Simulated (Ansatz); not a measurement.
```yaml
crystal:
  periodic: [false, false, false]
  atoms:
    - {symbol: C, position_ang: [-1.932951, 0.510269, 0.205984]}
    - {symbol: Al, position_ang: [-0.151361, -0.299910, 0.352595]}
    - {symbol: C, position_ang: [1.412273, 0.733174, 0.925429]}
    - {symbol: O, position_ang: [-0.016340, -2.002642, 0.603856]}
    - {symbol: S, position_ang: [0.456217, -0.554983, -2.188657]}
    - {symbol: H, position_ang: [-2.373507, 0.670757, 1.196363]}
    - {symbol: H, position_ang: [-1.897703, 1.490523, -0.281228]}
    - {symbol: H, position_ang: [-2.635764, -0.110362, -0.358764]}
    - {symbol: H, position_ang: [2.349342, 0.192968, 0.758273]}
    - {symbol: H, position_ang: [1.360453, 0.945981, 1.999004]}
    - {symbol: H, position_ang: [1.487284, 1.700963, 0.418531]}
    - {symbol: H, position_ang: [-0.789401, -2.562602, 0.640876]}
    - {symbol: H, position_ang: [1.526660, -1.295698, -1.858032]}
    - {symbol: H, position_ang: [1.191898, 0.552360, -2.385428]}
basis:
  gaussian: {orbitals: def2-mTZVP}
hamiltonian: {xc: {name: SPW92}}
accuracy: high
scf: {lower_state_search: full}
output: {forces: true}
```

```sh
$ ansatz run in.yaml --threads 4 --pin off --events-out ev --progress --plain --max-ram 10444MiB
```

It prints (some lines left out):

```
Functional definition: SPW92
2817 factors; integrals over basis functions are off by at most 9.9e-9 eV
mean field evaluation 1: about -21574.9586 eV, gradient 1.1e2 eV
mean field evaluation 2: about -21574.9440 eV, gradient 1.1e2 eV
mean field evaluation 4: about -21581.4159 eV, gradient 8.7e1 eV
mean field evaluation 8: about -21601.4600 eV, gradient 4.5e-1 eV
mean field evaluation 16: about -21601.4587 eV, gradient 2.0e-3 eV
mean field -21601.45869005 eV, -793.8389648649 hartree, gradient 3.8e-8 eV, S^2 0.000000; 0 other end points of the search recorded, 0 dependent functions left out
reference -21601.45869474 eV, -793.8389650371 hartree; 29, 29 occupied and 104, 104 virtual orbitals, 2817 factors
Total energy: -21601.45869474 eV, -793.8389650371 hartree
Atom 0 at    -1.932951     0.510269     0.205984 Å, force     0.420986    -0.197366     0.031316 eV/Å
Atom 1 at    -0.151361    -0.299910     0.352595 Å, force    -0.067409     0.162490    -0.080331 eV/Å
Atom 2 at     1.412273     0.733174     0.925429 Å, force    -0.346004    -0.273252    -0.174252 eV/Å
Atom 3 at    -0.016340    -2.002642     0.603856 Å, force     0.761462     0.499204    -0.053313 eV/Å
Atom 4 at     0.456217    -0.554983    -2.188657 Å, force    -0.816635    -0.164257     0.096727 eV/Å
Atom 5 at    -2.373507     0.670757     1.196363 Å, force    -0.121901     0.045587     0.242903 eV/Å
Atom 6 at    -1.897703     1.490523    -0.281228 Å, force    -0.001291     0.256268    -0.125061 eV/Å
Atom 7 at    -2.635764    -0.110362    -0.358764 Å, force    -0.181958    -0.156896    -0.148036 eV/Å
Atom 8 at     2.349342     0.192968     0.758273 Å, force     0.258694    -0.138630    -0.027410 eV/Å
Atom 9 at     1.360453     0.945981     1.999004 Å, force    -0.000219     0.054459     0.266965 eV/Å
Atom 10 at     1.487284     1.700963     0.418531 Å, force     0.016163     0.254529    -0.126346 eV/Å
Atom 11 at    -0.789401    -2.562602     0.640876 Å, force    -0.703660    -0.505970     0.022317 eV/Å
Atom 12 at     1.526660    -1.295698    -1.858032 Å, force     0.450227    -0.305765     0.149979 eV/Å
Atom 13 at     1.191898     0.552360    -2.385428 Å, force     0.331545     0.469598    -0.075458 eV/Å
Dipole moment:     0.151763     0.078758    -0.494221 e Å
```

It took 3.9 s on 4 threads of an Arm Neoverse V2 on a shared host, with 0.65 GiB of host memory at the peak.
